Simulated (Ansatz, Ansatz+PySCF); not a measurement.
| atom | x (Å) | y (Å) | z (Å) |
| --- | --- | --- | --- |
| O | 0.0000 | 0.0000 | -0.1197 |
| H | 0.0000 | 0.7542 | 0.4787 |
| H | 0.0000 | -0.7542 | 0.4787 |
| O | 10.0000 | 0.0000 | -0.1197 |
| H | 10.0000 | 0.7542 | 0.4787 |
| H | 10.0000 | -0.7542 | 0.4787 |

Basis set: cc-pVDZ (spherical functions). Correlated methods keep 2 orbitals frozen. Charge 0, multiplicity 1.

Computed with Ansatz (development build ahead of 0.2.0); each method stands on the lowest determinant of its kind that the runs found. Restricted open shells among the atoms or ions are ROHF, correlated in semicanonical orbitals with singles. Restricted functionals stand beside restricted open-shell atoms, which can lie above the unrestricted atoms usual in DFT and then raise those values.

(1) Give the atomization energy at this shape (free ground-state atoms in the same class of orbitals less the molecule, no zero-point energy) of singlet H₄O₂ in separate pieces by ωB97X (restricted), ωB97X (unrestricted), r²SCAN (restricted), r²SCAN (unrestricted), PBE0 (restricted), PBE0 (unrestricted), PBE (restricted), PBE (unrestricted), RHF-CCSD(T), RHF-MP2, RHF, UHF.

Answers

(1)

| method | atomization energy |
| --- | --- |
| ωB97X (restricted) | 19.13 eV |
| ωB97X (unrestricted) | 18.99 eV |
| r²SCAN (restricted) | 19.26 eV |
| r²SCAN (unrestricted) | 19.09 eV |
| PBE0 (restricted) | 18.91 eV |
| PBE0 (unrestricted) | 18.79 eV |
| PBE (restricted) | 19.42 eV |
| PBE (unrestricted) | 19.33 eV |
| RHF-CCSD(T) | 18.11 eV |
| RHF-MP2 | 18.28 eV |
| RHF | 13.08 eV |
| UHF | 12.83 eV |
